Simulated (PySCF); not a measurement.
Computed shifts of a molecule C₄H₈O₂, B3LYP/pcSseg-1 run with PySCF, GIAO, gas phase, equivalent atoms averaged, in ppm (number of nuclei): ¹³C: 64.3 (1), 61.5 (1), 27.9 (1), 23.5 (1). ¹H: 3.62 (1), 1.82 (3), 1.26 (1), 0.69 (1), 0.60 (1), 0.57 (1). References: ¹³C against TMS (σ = 181.3 ppm); ¹⁷O against H2O (σ = 333.8 ppm); ¹H against TMS (σ = 31.68 ppm), references at their B3LYP-D3(BJ)/def2-TZVP geometries, non-relativistic. Geometry optimised at ωB97X-D3(BJ)/def2-SVP. The values are those of a single conformer.

**Question.** Pick the molecule that these values belong to.
(A) CC1(C)OCO1
(B) C[C@]1(O)C[C@@H]1O
(C) OC[C@@H]1CCO1
(D) C[C@H]1O[C@@H](C)O1

**Answer.** B, C[C@]1(O)C[C@@H]1O
